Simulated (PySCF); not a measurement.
# Working with the constants of CdSe

RHF-CCSD(T) constants of CdSe, ¹Σ⁺ (singlet), closed shell (Cd x2c-TZVPPall, Se x2c-TZVPPall; spin-free X2C with a Gaussian nucleus (PySCF 2.14); masses 113.9034 and 79.9165 u):

| Quantity | Value |
| --- | --- |
| ωe | 257.3 cm⁻¹ |
| ωexe | 0.825 cm⁻¹ |
| Be | 0.064156 cm⁻¹ |
| αe | 0.000252 cm⁻¹ |
| D (centrifugal) | 1.6e-08 cm⁻¹ |
| De to Cd + Se | 0.73 eV |

Q: Give the band origin of the fundamental and the first lines of its P and R branches.

A: ν0 = ωe − 2ωexe = 255.7 cm⁻¹, B0 = 0.064030, B1 = 0.063778 cm⁻¹.

```tsv
J″	P(J″) − ν0	R(J″) − ν0
0		0.128
1	-0.128	0.255
2	-0.257	0.381
3	-0.386	0.507
4	-0.515	0.633
5	-0.645	0.758
6	-0.776	0.882
```

Q: Near which J would the R branch turn back, without centrifugal distortion?

A: At J ≈ (B0 + B1)/(2(B0 − B1)) − 1 ≈ 250.

Correlated steps freeze 23 core orbitals. Where the molecule has an RHF reference, its open-shell atoms are computed with UHF.
